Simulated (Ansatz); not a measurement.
`O=[CH][GaH2]` and `[CH3][GaH][CH]=O` differ in one atom or group.

Ansatz, PBE0-D4/def2-TZVP geometries, multiplicity 1. Each molecule was computed in one conformer, which needn't be the lowest.

Scalar relativity is left out up to krypton.

```
                                                                                  property  `O=[CH][GaH2]`
                                                     HOMO energy (ωB97M-V/def2-TZVPP) / eV           -8.90
                                          size of the dipole moment (B3LYP/def2-TZVPP) / D            2.29
                                                       HOMO energy (B3LYP/def2-TZVPP) / eV           -6.49
                                            zero-point energy (PBE0-D4/def2-TZVP) / kJ/mol            79.4
                                                        HOMO energy (PBE0/def2-TZVPP) / eV           -6.67
ideal-gas entropy at 298 K and 1 bar (rigid rotor, harmonic PBE0-D4/def2-TZVP) / J/(mol·K)             301
```

Question: Give the same properties after the change, and the shifts. (An estimate is asked.)

Answer: The calculation gave: 
| property | `[CH3][GaH][CH]=O` | shift |
| --- | --- | --- |
| HOMO energy (ωB97M-V/def2-TZVPP) / eV | -8.65 | 0.25 |
| size of the dipole moment (B3LYP/def2-TZVPP) / D | 2.50 | 0.21 |
| HOMO energy (B3LYP/def2-TZVPP) / eV | -6.22 | 0.27 |
| zero-point energy (PBE0-D4/def2-TZVP) / kJ/mol | 155.9 | 76.5 |
| HOMO energy (PBE0/def2-TZVPP) / eV | -6.40 | 0.27 |
| ideal-gas entropy at 298 K and 1 bar (rigid rotor, harmonic PBE0-D4/def2-TZVP) / J/(mol·K) | 357 | 56 |

With PBE0 the HOMO rises by 0.27 eV and the LUMO rises by 0.35 eV, so the gap widens by about 0.08 eV. PBE moves the HOMO by 0.29 eV and ωB97M-V by 0.25 eV. The zero-point energy changes by 76.5 kJ/mol with +9 modes. Dipoles are sizes alone; their direction can turn. Modes under 60 cm⁻¹, often nearly free rotors, make the harmonic entropy too high.

B3LYP here is the variant with VWN-RPA as its local correlation; programs differ in this.
